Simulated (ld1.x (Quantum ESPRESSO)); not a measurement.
**Transferability test, TM potential for Hf**

| Property | Result |
| --- | --- |
| Element | hafnium (Hf) |
| Generator | ld1.x (Quantum ESPRESSO) 7.5 |
| Type | norm-conserving Troullier–Martins (Kleinman–Bylander form) |
| Functional | PBE |
| Relativity | scalar-relativistic |
| Frozen core | [Xe] 4f14 |
| Valence charge | 4 |
| Reference configuration | 5d2 6s1.75 6p0.25 |
| Partial waves | 6p (bound): rc 3.50 bohr; 5d (bound): rc 1.95 bohr; 6s (bound): rc 3.05 bohr |
| Local potential | the s channel |
| Core correction | Bessel-smoothed model core inside 1.80 bohr |

Energies are relative to the spin-unpolarised reference configuration 5d2 6s1.75 6p0.25; without spin polarisation the order of configurations can differ from experiment.

```json
{"valence configuration": "5d2 6s1 6p0", "charge": "+1", "ΔE all-electron (eV)": "7.042", "error AE − PS (meV)": "-8.0"}
{"valence configuration": "5d2 6s0 6p0", "charge": "+2", "ΔE all-electron (eV)": "21.222", "error AE − PS (meV)": "-47"}
{"valence configuration": "5d3 6s1 6p0", "charge": "0", "ΔE all-electron (eV)": "1.658", "error AE − PS (meV)": "-50"}
{"valence configuration": "5d1 6s2 6p0", "charge": "+1", "ΔE all-electron (eV)": "5.564", "error AE − PS (meV)": "-59"}
{"valence configuration": "5d2 6s0 6p2", "charge": "0", "ΔE all-electron (eV)": "6.927", "error AE − PS (meV)": "-22"}
```

(1) What are ΔE and the potential's error for 5d2 6s2 6p0?

(2) What are ΔE and the potential's error for 5d2 6s1 6p1?

Levels in the configuration 5d2 6s2 6p0:

```json
{"level": "5d", "all-electron (eV)": "-2.689", "pseudo (eV)": "-2.686"}
{"level": "6s", "all-electron (eV)": "-5.108", "pseudo (eV)": "-5.108"}
```

Answers

(1) ΔE = -0.934 eV all-electron; the error (AE − PS) is +0.1 meV.

(2) ΔE = 2.891 eV all-electron; the error (AE − PS) is -3.8 meV.
